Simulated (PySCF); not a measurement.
SMILES [SiH3]c1ccc(SC)cc1, GFN2-xTB optimised geometry.

```
19

C     -0.70    -3.51    -0.07
S     -1.91    -2.15     0.00
C     -0.91    -0.69     0.00
C     -1.59     0.52     0.00
C     -0.89     1.71     0.00
C      0.50     1.74     0.00
Si     1.46     3.36     0.03
C      1.16     0.51     0.00
C      0.48    -0.69     0.00
H     -1.29    -4.42    -0.10
H     -0.08    -3.50     0.82
H     -0.10    -3.42    -0.97
H     -2.67     0.52     0.00
H     -1.44     2.64     0.00
H      2.67     3.21    -0.77
H      1.82     3.69     1.41
H      0.61     4.42    -0.53
H      2.24     0.49     0.00
H      1.04    -1.61     0.00
```

Density from PBE/def2-SVP (PySCF) at that geometry.

Minimum of the electron density along straight lines between bonded atoms, close to the bond critical point (lines longer than 1.1 times the sum of covalent radii, or with two minima, are not listed):

```tsv
bond	length / Å	ρ at the minimum / e bohr⁻³	∇²ρ there / e bohr⁻⁵	position (fraction from the first atom)
C1–S2	1.816	0.178	-0.30	0.46
S2–C3	1.767	0.196	-0.38	0.53
C3–C4	1.393	0.304	-0.74	0.51
C4–C5	1.378	0.311	-0.77	0.50
C5–C6	1.394	0.302	-0.72	0.51
C6–Si7	1.884	0.113	0.33	0.62
C6–C8	1.391	0.304	-0.73	0.49
C3–C9	1.387	0.305	-0.74	0.51
C8–C9	1.383	0.309	-0.76	0.50
C1–H10	1.086	0.276	-1.03	0.64
C1–H11	1.086	0.277	-1.03	0.64
C1–H12	1.086	0.277	-1.03	0.64
C4–H13	1.080	0.281	-1.05	0.63
C5–H14	1.081	0.281	-1.05	0.63
Si7–H15	1.465	0.116	0.32	0.49
Si7–H16	1.466	0.116	0.32	0.49
Si7–H17	1.464	0.116	0.32	0.49
C8–H18	1.081	0.281	-1.05	0.63
C9–H19	1.079	0.281	-1.05	0.63
```
